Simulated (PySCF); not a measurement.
B(F)(OH)(SH) (BFH2OS), SMILES OB(F)S. Atoms are numbered in the order given.

```xyz
6

B     -0.0144     0.4518     0.0000
F     -1.1830     1.1013     0.0000
O      1.1507     1.1366     0.0000
H      1.0222     2.0955     0.0000
S     -0.0502    -1.3661     0.0000
H      1.2947    -1.5011     0.0000
```
Charge 0, spin multiplicity 1.

Geometry optimised at B3LYP-D3(BJ)/def2-SVP. The values are those of a single conformer.

The numbers are results of B3LYP-D3(BJ)/def2-SVP (PySCF), not measurements.

Frequencies are harmonic and unscaled.

Computed normal modes with their intensities:
| mode | ν (cm⁻¹) | IR (km/mol) | Raman (Å⁴/amu) | depolarisation | moving atoms (share of kinetic energy) |
|---|---|---|---|---|---|
| 1 | 302 | 0.8 | 0.2 | 0.74 | F 34 %, O 28 %, S 17 %, B 12 %, H 9 % |
| 2 | 346 | 35.5 | 6.5 | 0.75 | H 93 % |
| 3 | 402 | 15.0 | 1.5 | 0.56 | S 34 %, F 30 %, O 26 %, H 9 % |
| 4 | 479 | 57.0 | 0.6 | 0.75 | H 78 %, B 19 % |
| 5 | 606 | 87.8 | 4.2 | 0.75 | B 66 %, H 15 %, O 12 % |
| 6 | 657 | 46.3 | 8.0 | 0.12 | F 25 %, O 21 %, S 20 %, H 17 %, B 16 % |
| 7 | 826 | 17.4 | 9.4 | 0.75 | H 87 % |
| 8 | 990 | 133.4 | 2.4 | 0.51 | H 59 %, O 23 %, F 14 % |
| 9 | 1281 | 360.8 | 0.8 | 0.62 | B 66 %, H 15 %, F 12 % |
| 10 | 1442 | 310.4 | 0.5 | 0.36 | B 72 %, O 19 % |
| 11 | 2689 | 0.1 | 116.3 | 0.30 | H 97 % |
| 12 | 3830 | 97.8 | 135.9 | 0.30 | H 94 % |
